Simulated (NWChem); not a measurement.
**Lowest excitation of Cl2Ge**

```
Ge
Cl 1 2.2145
Cl 1 2.2145 2 101.09
```
Charge 0, spin multiplicity 1.

Everything below was run with NWChem. Structure: optimised with PBE/def2-SVP, a minimum by its harmonic frequencies.

Basis set: def2-SVPD.

The Hamiltonian is non-relativistic. The correlated methods keep 19 core orbitals frozen. B3LYP has NWChem's definition, with VWN1-RPA local correlation. The structure started from a generated list of species. Coupled-cluster values serve here as a point of comparison, not as the truth.

Problem. For the lowest vertical singlet excitation energy, TD-PBE gives 3.65 eV and CIS gives 4.38 eV. What do TD-B3LYP, TD-BHandHLYP, EOM-CCSD give?

Solution. TD-B3LYP: 3.80 eV; TD-BHandHLYP: 4.01 eV; EOM-CCSD: 4.01 eV.
